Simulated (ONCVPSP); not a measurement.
## What one change does to a pseudopotential (Te, ONCV)

```
Element                 : tellurium
Generator               : ONCVPSP 4.0.1
Type                    : optimised norm-conserving Vanderbilt (ONCV)
Functional              : PBE
Relativity              : fully relativistic
Frozen core             : [Ar] 3d10
Valence charge          : 24
Reference configuration : 4s2 4p6 4d10 5s2 5p4
Partial waves           : 4s+5s: rc 1.50 bohr, ncon 4, nbas 8, qcut 8.4 1/bohr, 2 projectors; 4p+5p: rc 1.20 bohr, ncon 4, nbas 7, qcut 10.9 1/bohr, 2 projectors; 4d: rc 1.00 bohr, ncon 4, nbas 8, qcut 9.8 1/bohr, 2 projectors, debl 2.5 Ha
Local potential         : polynomial inside 0.65 bohr (lpopt 5, dvloc0 0 Ha)
Core correction         : none
```

Open shells are filled in proportion to 2j + 1.

Change: all radii scaled by about 0.85 (s 1.28, p 1.02, d 0.84 bohr); local potential polynomial inside 0.56 bohr (lpopt 5, dvloc0 0 Ha).

Cutoffs: the cutoffs (Ha) at which the residual kinetic energy of the hardest occupied pseudo-wave falls to 1 and 0.1 mHa per electron; they do not see the model core or the augmentation charge, which bear on the density cutoff. Errors are all-electron minus pseudo energies relative to the spin-unpolarised reference configuration.

**Question.** How do hardness, ghosts and transferability respond?

**Answer.** The potential gets harder (51 Ha and 194 Ha → 71 Ha and 303 Ha); both files keep a bound ghost (s); of the 4 tests that both files solve, the error grows in 2 and shrinks in 0 by more than 15 % and 0.3 meV (median size 2.5 → 3.3 meV). A smaller radius makes the pseudo-wave follow the all-electron one further in, where it bends more sharply, so more plane waves are needed.

| quantity | base | changed |
| --- | --- | --- |
| cutoff, loose | 51 Ha | 71 Ha |
| cutoff, tight | 194 Ha | 303 Ha |
| loose cutoff by channel | s 25 Ha, p 42 Ha, d 51 Ha | s 30 Ha, p 54 Ha, d 71 Ha |
| bound ghosts | s | s |
| GHOST(+) flags under 300 eV | none | none |
| error for 4s2 4p6 4d10 5s2 5p3, meV [ΔE 9.75 eV] | +0.7 | +0.9 |
| error for 4s2 4p6 4d10 5s2 5p2, meV [ΔE 27.70 eV] | +1.8 | +2.3 |
| error for 4s2 4p6 4d10 5s2 5p1, meV [ΔE 54.63 eV] | +3.2 | +4.4 |
| error for 4s2 4p6 4d9 5s2 5p5, meV [ΔE 38.20 eV] | +10 | +10 |

 A true bound ghost makes a file unfit for plane-wave use even where its test errors are small: the radial tests pick states by their node count and pass the ghost by.
